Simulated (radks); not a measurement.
Spherical jellium clusters: N electrons in a uniform positive sphere of charge N and radius rs N^(1/3), rs = 3.05 bohr. Calculated with a radial shooting solver with Libxc functionals: non-relativistic Kohn-Sham, LDA (Slater exchange, Perdew-Wang correlation), spin-polarised, spherical densities. Levels are named by radial order and angular momentum (1s, 1p, 1d, 2s, ...), and open shells are averaged over m.

N = 5, configuration 1s2 1p(up 3, down 0). This is the lowest configuration that the search found. Occupied and some empty levels:

level,occupation,eigenvalue (eV),<r> (bohr)
1s up,1,-6.0667,3.709
1s down,1,-5.1065,3.707
1p up,3,-3.5275,4.838
1p down,0,-2.5929,5.074
2s up,0,-1.0180,7.456
1d up,0,-0.96200,6.471
2s down,0,-0.66272,8.442
1d down,0,-0.33294,7.606

Energy (eV): total -6.75026, kinetic 13.734, external -147.14, Hartree 69.789, exchange-correlation -21.393, background 78.262.
